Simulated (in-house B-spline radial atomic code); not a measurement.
Tl⁴⁺: [Ar] 3d10 4s2 (4p1/2)1 (4p3/2)4 4d10 4f14 5s2 5p6 5d10 (with a hole in an inner shell)

All numbers are computed (Dirac-Hartree-Fock, average of the jj configuration; Fermi nucleus of rms radius 5.4759 fm) with a B-spline radial code for spherical atoms, not measured.

Z_r = [3n² - l(l+1)]/(2<r>); Z_e = n√(-2ε); the last column is Slater's effective charge. Values are occupation-weighted means over j. An effective charge above Z reflects the relativistic contraction of the inner shells.

| shell | electrons | ε (eV) | <r> (bohr) | Z_r | Z_e | Slater |
| --- | --- | --- | --- | --- | --- | --- |
| 1s | 2 | -86182 | 0.01632 | 91.92 | 79.59 | 80.70 |
| 2s | 2 | -15552 | 0.06803 | 88.20 | 67.62 | 76.85 |
| 2p | 6 | -13523 | 0.06179 | 80.92 | 63.05 | 76.85 |
| 3s | 2 | -3833.5 | 0.1766 | 76.43 | 50.36 | 69.75 |
| 3p | 6 | -3231 | 0.178 | 70.24 | 46.23 | 69.75 |
| 3d | 10 | -2542.9 | 0.1624 | 64.64 | 41.01 | 59.85 |
| 4s | 2 | -936.89 | 0.3904 | 61.47 | 33.19 | 53.60 |
| 4p | 5 | -722.24 | 0.4181 | 55.01 | 29.14 | 53.60 |
| 4d | 10 | -478.14 | 0.4359 | 48.17 | 23.71 | 42.85 |
| 5s | 2 | -204.24 | 0.8772 | 42.75 | 19.37 | 24.20 |
| 4f | 14 | -199.7 | 0.4572 | 39.37 | 15.32 | 31.45 |
| 5p | 6 | -144.45 | 0.9883 | 36.93 | 16.29 | 24.20 |
| 5d | 10 | -69.509 | 1.259 | 27.39 | 11.30 | 10.85 |

The least bound orbital is 5d5/2 at -68.47 eV, and it is also the most diffuse (<r> = 1.274 bohr). The part-filled 4p shell lies below the filled 5d shell in orbital energy.

For the 1s electron the small component carries 9.52 % of the norm, the zero-frequency Breit interaction raises the level by 328.6 eV, self-energy by 212.8 eV, and vacuum polarisation lowers it by 44.72 eV.
